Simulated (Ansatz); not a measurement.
Start from CH₃SH and change one element to get `[SH][GeH3]`.

Ansatz, PBE0-D4/def2-TZVP geometries, multiplicity 1. 

Scalar relativity is left out up to krypton.

```csv
property,CH₃SH
HOMO energy (ωB97M-V/def2-TZVPP) / eV,-9.02
LUMO energy (PBE0/def2-TZVPP) / eV,0.52
HOMO–LUMO gap (PBE/def2-TZVPP) / eV,5.11
HOMO–LUMO gap (PBE0/def2-TZVPP) / eV,7.30
size of the dipole moment (ωB97M-V/def2-TZVPP) / D,1.51
LUMO energy (ωB97M-V/def2-TZVPP) / eV,2.25
```

(1) What does the change do to each property? (Estimate.)

Results:

(1) Computed: 
```csv
property,`[SH][GeH3]`,shift
HOMO energy (ωB97M-V/def2-TZVPP) / eV,-9.51,-0.49
LUMO energy (PBE0/def2-TZVPP) / eV,0.01,-0.51
HOMO–LUMO gap (PBE/def2-TZVPP) / eV,5.18,0.07
HOMO–LUMO gap (PBE0/def2-TZVPP) / eV,7.33,0.03
size of the dipole moment (ωB97M-V/def2-TZVPP) / D,1.27,-0.24
LUMO energy (ωB97M-V/def2-TZVPP) / eV,1.86,-0.39
```

Dipoles are sizes alone; their direction can turn.
